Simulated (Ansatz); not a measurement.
Mulliken charges of ClI₃Ti (`[Cl][Ti]([I])([I])[I]`) from PBE/def2-TZVPP in Ansatz (PBE0-D4/def2-TZVP geometry).

```csv
atom,x (Å),y (Å),z (Å),charge (e)
Cl1,-0.639,-0.175,2.142,-0.144
Ti2,-0.024,-0.006,0.079,0.120
I3,1.958,-1.517,-0.352,0.008
I4,-1.926,-0.684,-1.441,0.008
I5,0.631,2.382,-0.428,0.008
```

Question: By hand: the dipole of these point charges (1 e Å = 4.8032 D).

Answer: Σ q r = (0.094, 0.026, -0.317) e Å, of length 0.332 e Å = 1.59 D.

Question: How does the dipole of the full density compare? (Best estimate.)

Answer: Ansatz gave: (0.029, 0.008, -0.098) e Å, 0.49 D; the point charges give 3.24 times that, at 0° from its direction.

Point charges leave out the atoms' own dipoles, such as those of lone pairs, and Mulliken's split depends on the basis, so the two needn't agree.
